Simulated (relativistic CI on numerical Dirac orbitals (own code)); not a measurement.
Pt3+ (5d7) in a crystal field

Calculated by Dirac-Coulomb-Breit CI, orbitals from a KLI potential per configuration, model QED (radiative potential, 1s self-energy scaled to tabulated hydrogen-like ionisation energies), one configuration in a parametric crystal field, unscaled Slater integrals (own radial code). With so little scaling, terms lie 10 to 35 % too far apart, which can change the order of excited levels.

Field parameters in Wybourne normalisation: D4h B²₀ = −7Ds, B⁴₀ = 21(Dq − Dt), B⁴₄ = 21√(5/14) Dq. The field is a parameter set, without covalency.

S is read from ⟨S²⟩ = S(S + 1).

Levels (cm⁻¹, degeneracy): 0 (2), 2183 (2), 3486 (2), 5190 (2), 6798 (2), 12707 (2), 14560 (2), 14993 (2), 16835 (2), 17080 (2), 22539 (2), 23483 (2).

(1) Which field gives this pattern?
A. D4h, 10Dq = 24950, Ds = 2180, Dt = 810 cm⁻¹
B. D4h, 10Dq = 24950, Ds = 140, Dt = 810 cm⁻¹
C. D4h, 10Dq = 24950, Ds = -1500, Dt = 810 cm⁻¹
D. D4h, 10Dq = 24950, Ds = 1770, Dt = 810 cm⁻¹

## Answers

(1) B. D4h, 10Dq = 24950, Ds = 140, Dt = 810 cm⁻¹, ground level with S = 0.87.
